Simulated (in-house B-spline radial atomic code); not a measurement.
How numerical settings move a run on Hf III (Hf2+), [Xe] 4f14 5d2. Computed with a B-spline radial code for spherical atoms: Dirac-Kohn-Sham LDA VWN5, spherical fractional occupations, Fermi nucleus of rms radius 5.347 fm.

Command:
```bash
python run_scf.py task.json out
```
Settings of the sound reference run:
```
Z                72
electrons        70
configuration    [Xe] 4f14 5d2
hamiltonian      dirac
method           lda,vwn
spin_polarised   False
nucleus          fermi
rms_radius       5.347
mass_number      180
atomic_mass      179.9466
speed_of_light   137.036
knot_spacing     0.22
spline_order     8
gauss_points     12
box_radius       22.22
max_iterations   70
damping          0.5
damped_steps     3
diis_vectors     10
tolerance        1e-08
start            Thomas-Fermi
```

Time taken, with all properties: 2.2 s on 1 thread of Arm Neoverse N1, with other jobs on the host.

It converges in 10 iterations to -15085.769527 hartree, with 5d5/2 at -16.7803 eV. The other runs change the listed settings, some to values that make no sense; their results aren't properties of the atom or ion. Radii are in bohr (the nuclear one in fm), a minus after a letter asks for a j subshell, and «unchanged» means within 1e-8 hartree. The run stops when the residual is below 10 × tolerance × max(1, Z/10), or a noise floor if that is larger, and the energy moves by less than 1e-8 × √|E| hartree; so very loose and very tight tolerances often act alike.

| changed settings | outcome |
| --- | --- |
| knot_spacing = 0.15, first_knot = 0.00417, max_iterations = 50, damped_steps = 1, start = bare nucleus | converged in 13 iterations, energy -1.20e+00 hartree from the reference, 5d5/2 level -3.0e-04 eV |
| spline_order = 10, first_knot = 0.000139, max_iterations = 50, damped_steps = 30 | converged in 30 iterations, energy +2.23e-05 hartree from the reference, 5d5/2 level -1.2e-05 eV |
| electrons = 79, configuration = [Xe] 4f14 5d11, max_iterations = 60 | stopped with error: shell 5d holds at most 10 electrons |
| gauss_points = 6, max_iterations = 3, damping = 0.2, damped_steps = 30 | not converged after 3 iterations, last residual 3.8e-01, last energy +3.36e+00 hartree from the reference |
| diis_vectors = 20 | converged in 10 iterations, energy unchanged |
| diis_vectors = 4 | converged in 11 iterations, energy unchanged, 5d5/2 level -8.1e-07 eV |
| electrons = 71, configuration = [Xe] 4f14 5d2 2f1, max_iterations = 100 | stopped with error: there is no 2f shell |
| diis_vectors = 1 | not converged after 70 iterations, last residual 4.7e+00, last energy +7.24e+02 hartree from the reference |
| max_iterations = 50, damping = 0, tolerance = 0.01 | converged in 12 iterations, energy unchanged, 5d5/2 level +2.6e-04 eV |
| method = hf, speed_of_light = 54.01959 | stopped with error: Z/c is past the critical charge |

Question: What happens with diis_vectors = 2?

Answer: Converged in 18 iterations, energy unchanged, 5d5/2 level +8.2e-06 eV.

Question: What happens with tolerance = 1e-06?

Answer: Converged in 9 iterations, energy +1.40e-08 hartree from the reference, 5d5/2 level -7.3e-04 eV.

Question: What happens with start = bare nucleus?

Answer: Converged in 13 iterations, energy unchanged, 5d5/2 level +2.9e-07 eV.

Question: What happens with diis_vectors = 0?

Answer: Converged in 30 iterations, energy unchanged, 5d5/2 level -1.2e-05 eV.
